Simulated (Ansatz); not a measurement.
Input for Ansatz (a first-principles code): R-B3LYP/def2-TZVPP on C3H9B (SMILES CB(C)C), a point of a torsion scan.

Ansatz 0.2 input:
```yaml
crystal:
  periodic: [false, false, false]
  atoms:
    - {symbol: C, position_ang: [-0.29557957, 1.54491847, 0.22883353]}
    - {symbol: B, position_ang: [0.18537648, 0.04467568, 0.31344322]}
    - {symbol: C, position_ang: [0.67258776, -0.55248476, 1.68998417]}
    - {symbol: C, position_ang: [0.18102133, -0.85871484, -0.98005928]}
    - {symbol: H, position_ang: [0.32487966, 2.10161675, -0.47318193]}
    - {symbol: H, position_ang: [-0.27626095, 2.07667697, 1.17706768]}
    - {symbol: H, position_ang: [-1.30950102, 1.60563260, -0.16517475]}
    - {symbol: H, position_ang: [1.41286426, 0.09032248, 2.16421000]}
    - {symbol: H, position_ang: [1.09291751, -1.55294633, 1.62110962]}
    - {symbol: H, position_ang: [-0.16486442, -0.59908785, 2.38648705]}
    - {symbol: H, position_ang: [1.20295168, -1.13046818, -1.24497856]}
    - {symbol: H, position_ang: [-0.33591697, -1.80090006, -0.80288578]}
    - {symbol: H, position_ang: [-0.26779327, -0.39071842, -1.85288976]}
basis:
  gaussian:
    orbitals: def2-TZVPP
hamiltonian:
  xc: {name: B3LYP}
scf: {lower_state_search: off}
```

**Question.** What total energy does the run end on?

**Answer.** -144.6734 hartree.
